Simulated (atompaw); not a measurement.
# Which change was made? (Bi, PAW (atompaw))

```json
{"Element": "bismuth", "Generator": "atompaw 4.2.0.5", "Type": "PAW", "Functional": "PBE", "Relativity": "scalar-relativistic", "Frozen core": "[Xe] 4f14 5d10", "Valence charge": "5", "Reference configuration": "6s2 6p3", "Partial waves": "6s (bound): rc 2.45 bohr; 6s channel at 4.25 Ry: rc 1.55 bohr; 6p (bound): rc 2.45 bohr; 6p channel at 0.2 Ry: rc 2.45 bohr", "Local potential": "bessel scheme, radius 2.10 bohr", "Core correction": "smooth core density matched at 2.40 bohr", "Augmentation charge": "besselshape compensation charge, radius 2.00 bohr; PAW radius 2.45 bohr; waves and projectors: custom rrkj gramschmidtortho"}
```

Cutoffs, loose and tight: the cutoffs (Ry, on a coarse ladder) from which the occupation-weighted sum of valence levels, in a spherical-Bessel basis at the reference potential, stays within 10 and 1 mRy of its value at 400 Ry. They see the waves, projectors and local potential, not the compensation charge or the core.

The base gives: outcome: generated, no UPF (negative core plus compensation charge); cutoff, loose: 6 Ry; cutoff, tight: 8 Ry; bound ghosts: none.

Question: After one change the result is: outcome: generated, no UPF (negative core plus compensation charge); cutoff, loose: 8 Ry; cutoff, tight: 10 Ry; bound ghosts: s. Which change was it?
A. core correction smooth core density matched at 1.86 bohr
B. augmentation besselshape compensation charge, radius 2.00 bohr; PAW radius 2.45 bohr; waves and projectors: custom polynom gramschmidtortho
C. local potential bessel scheme, radius 1.78 bohr
D. augmentation besselshape compensation charge, radius 2.00 bohr; PAW radius 2.45 bohr; waves and projectors: custom polynom2 7 10 vanderbiltortho
E. wave 6s channel at 4.25 Ry: rc 1.55 bohr becomes 6s channel at 8.22 Ry: rc 1.55 bohr

Answer: E. The others give: core correction smooth core density matched at 1.86 bohr → outcome: generated; cutoff, loose: 6 Ry; cutoff, tight: 8 Ry; bound ghosts: none | augmentation besselshape compensation charge, radius 2.00 bohr; PAW radius 2.45 bohr; waves and projectors: custom polynom2 7 10 vanderbiltortho → outcome: generated; cutoff, loose: 10 Ry; cutoff, tight: 25 Ry; bound ghosts: none | augmentation besselshape compensation charge, radius 2.00 bohr; PAW radius 2.45 bohr; waves and projectors: custom polynom gramschmidtortho → outcome: generated; cutoff, loose: 8 Ry; cutoff, tight: 12 Ry; bound ghosts: s | local potential bessel scheme, radius 1.78 bohr → outcome: generated, no UPF (negative core plus compensation charge); cutoff, loose: 6 Ry; cutoff, tight: 10 Ry; bound ghosts: d.
